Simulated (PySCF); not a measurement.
# `C[C@@H]1CCC[NH2+]C1`: 4 charge schemes on one density

Compound: C6H14N (charge +1).
Z-matrix (Å and degrees, PBE0-D3(BJ)/def2-SVP geometry), rows numbered from 1:
```
C 
C   1  1.5271
C   2  1.5344  1  113.42
C   3  1.5261  2  112.11  1   -71.39
C   4  1.5158  3  111.56  2   -54.24
N   5  1.5016  4  109.98  3    53.89
C   6  1.5017  5  112.84  4   -57.15
H   1  1.1034  2  113.55  3    58.64
H   1  1.1004  2  111.48  3  -179.34
H   1  1.0991  2  110.24  3   -60.22
H   2  1.1018  1  107.69  3   119.79
H   3  1.1030  2  109.24  1   167.35
H   3  1.0996  2  109.82  1    51.16
H   4  1.1000  3  110.85  2  -174.44
H   4  1.1030  3  111.11  2    68.45
H   5  1.0990  4  112.90  3   174.01
H   5  1.1004  4  111.70  3   -63.55
H   6  1.0285  5  109.04  4    63.66
H   6  1.0261  5  110.10  4   179.46
H   7  1.0999  2  111.75  1  -171.48
H   7  1.0994  2  112.45  1   -49.07
```

Density: PBE0/pcSseg-1 (PySCF); schemes: Mulliken, IAO, Hirshfeld and ESP-fitted. The structure is a single PBE0-D3(BJ)/def2-SVP conformer in the gas phase; no vibrational or solvent corrections.

Question: Give the atomic charges in each scheme.

Answer: In e:

```csv
atom,environment,Mulliken,IAO,Hirshfeld,ESP-fitted
C1,methyl carbon,-0.240,-0.425,-0.108,-0.595
C2,sp3 CH carbon,-0.376,-0.114,-0.014,+0.365
C3,ring CH2 carbon,-0.178,-0.264,-0.059,-0.367
C4,ring CH2 carbon,-0.251,-0.269,-0.057,+0.147
C5,sp3 carbon bound to nitrogen,-0.085,-0.161,+0.020,-0.198
N6,ammonium nitrogen,-0.333,-0.187,+0.041,-0.075
C7,sp3 carbon bound to nitrogen,-0.037,-0.163,+0.017,-0.344
H8,methyl hydrogen,+0.108,+0.121,+0.039,+0.163
H9,methyl hydrogen,+0.150,+0.155,+0.056,+0.163
H10,methyl hydrogen,+0.166,+0.172,+0.067,+0.186
H11,methine hydrogen,+0.178,+0.170,+0.069,+0.052
H12,methylene hydrogen,+0.147,+0.145,+0.052,+0.102
H13,methylene hydrogen,+0.168,+0.165,+0.065,+0.134
H14,methylene hydrogen,+0.183,+0.180,+0.076,+0.068
H15,methylene hydrogen,+0.155,+0.146,+0.053,+0.016
H16,methylene hydrogen,+0.182,+0.179,+0.080,+0.118
H17,methylene hydrogen,+0.176,+0.170,+0.074,+0.152
H18,N–H hydrogen,+0.261,+0.312,+0.182,+0.280
H19,N–H hydrogen,+0.271,+0.323,+0.197,+0.300
H20,methylene hydrogen,+0.178,+0.170,+0.073,+0.169
H21,methylene hydrogen,+0.177,+0.174,+0.076,+0.163
```

Mean size of the charges over all atoms: IAO 0.198 e, ESP-fitted 0.198 e, Mulliken 0.190 e, Hirshfeld 0.070 e. Each set sums to the total charge, 1, to within 0.001 e. The ESP scheme fits charges at the nuclei, held to the total charge, to the electrostatic potential on points at 1.4 to 2.0 times the van der Waals radii.

Lowest charge. The schemes don't all agree: Mulliken C2 (-0.376); IAO C1 (-0.425); Hirshfeld C1 (-0.108); ESP-fitted C1 (-0.595).

Highest charge. The schemes don't all agree: Mulliken H19 (+0.271); IAO H19 (+0.323); Hirshfeld H19 (+0.197); ESP-fitted C2 (+0.365).

Question: Sum the charges by element, for elements with more than one atom.

Answer: 
```json
{"element": "C", "atoms": "6", "Mulliken": "-1.167", "IAO": "-1.396", "Hirshfeld": "-0.200", "ESP-fitted": "-0.992"}
{"element": "H", "atoms": "14", "Mulliken": "+2.500", "IAO": "+2.583", "Hirshfeld": "+1.158", "ESP-fitted": "+2.067"}
```

Question: How closely do the schemes follow one another over all atoms?

Answer: Correlation coefficient and root-mean-square difference: Mulliken with IAO 0.91, 0.087 e; IAO with Hirshfeld 0.90, 0.148 e; Mulliken with Hirshfeld 0.78, 0.152 e; IAO with ESP-fitted 0.74, 0.161 e; Hirshfeld with ESP-fitted 0.65, 0.196 e; Mulliken with ESP-fitted 0.45, 0.229 e.

Question: How many electrons does the ESP-fitted scheme count on C5?

Answer: Z − q = 6 − (-0.198) = 6.198.
